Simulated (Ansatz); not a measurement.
`N#[C][Ge]([F])([Cl])[Cl]` + HCl → `[F][Ge]([Cl])([Cl])[Cl]` + `C#N`  (ligand exchange at a Ge–C bond)

Program: Ansatz. Geometries: PBE0-D4/def2-TZVP. ΔE: electronic, gas phase. CCSD(T)/CBS is the MP2 limit (def2-TZVPP, def2-QZVPP) plus CCSD(T) − MP2 in def2-TZVPP, frozen cores. This one scheme is used for every species. DFT in def2-TZVPP. HSE06 is defined as in plane-wave codes. For Ge outer-core shells are correlated without core-valence functions, which leaves a few kJ/mol of doubt a bond. Scalar relativity is left out up to krypton.

Q: Is it downhill or uphill in electronic energy at CCSD(T)/CBS, and by how much? (Best estimate.)

A: Ansatz gave: Downhill: ΔE = -15.8 kcal/mol.

Q: What do these levels give: revPBE-D4, BLYP-D4, r2SCAN-D4, HSE06-D4, BHLYP-D4, PBE-QIDH, PBE0, HSE06, BHLYP, MP2/def2-SVP, HF/def2-QZVPP, SCS-MP2/def2-QZVPP? (Estimate.)

A: Computed: revPBE-D4 -16.1, BLYP-D4 -16.4, r2SCAN-D4 -16.9, HSE06-D4 -16.6, BHLYP-D4 -17.3, PBE-QIDH -16.0, PBE0 -16.5, HSE06 -16.5, BHLYP -16.9, MP2/def2-SVP -15.0, HF/def2-QZVPP -17.4, SCS-MP2/def2-QZVPP -15.3 kcal/mol.

Largest T1 diagnostic among the species: 0.014.

From BLYP to BHLYP (50 % exact exchange), in def2-TZVPP and without D4, ΔE moves by −0.8 kcal/mol. In def2-TZVPP, CCSD(T) changes the Hartree–Fock value by +3.0 kcal/mol (the triples alone add +0.2 kcal/mol) and MP2 by +2.5 kcal/mol. Leaving LDA and LC-ωPBE aside and taking each functional with its dispersion term where it has one, the values, not all of them listed here, spread over 1.3 kcal/mol, from BHLYP-D4 to B2PLYP.
